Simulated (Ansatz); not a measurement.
Consider the isomerisation: `C1[O][SnH2][SiH2]1` → `[SnH3][SiH]1CO1`.

Program: Ansatz. Geometries: PBE0-D4/def2-TZVP. ΔE: electronic, gas phase. CCSD(T)/CBS adds triple-zeta CCSD(T) − MP2 to the extrapolated MP2 energy (def2 sets, frozen cores). Functionals use def2-TZVPP. B3LYP here is the variant with VWN-RPA as its local correlation; programs differ in this. def2 core potentials past Kr. For Sn outer-core shells are correlated without core-valence functions, which leaves a few kJ/mol of doubt a bond.

Task: Is it downhill or uphill in electronic energy at CCSD(T)/CBS, and by how much? (Best estimate.)

Result: Ansatz gave: Uphill: ΔE = +3.8 kcal/mol.

Task: What do these levels give: PBE-D4, B3LYP-D4, B2PLYP, PBE, PBE0, HF/def2-TZVPP, MP2/def2-TZVPP, CCSD(T)/def2-TZVPP, MP2/def2-QZVPP, HF/CBS(def2), MP2/CBS(def2), CCSD/CBS(def2)? (An estimate is asked.)

Result: Computed: PBE-D4 2.7, B3LYP-D4 2.9, B2PLYP 2.4, PBE 2.1, PBE0 2.4, HF/def2-TZVPP 2.3, MP2/def2-TZVPP 2.3, CCSD(T)/def2-TZVPP 2.1, MP2/def2-QZVPP 3.3, HF/CBS(def2) 2.4, MP2/CBS(def2) 4.0, CCSD/CBS(def2) 3.6 kcal/mol.

Largest T1 diagnostic among the species: 0.015.

The D4 term adds +0.8 kcal/mol with B3LYP and +0.4 kcal/mol with PBE0; it sums over pairs of atoms, weighted by their polarisabilities, and B3LYP, whose exchange is more repulsive, gets the larger term.
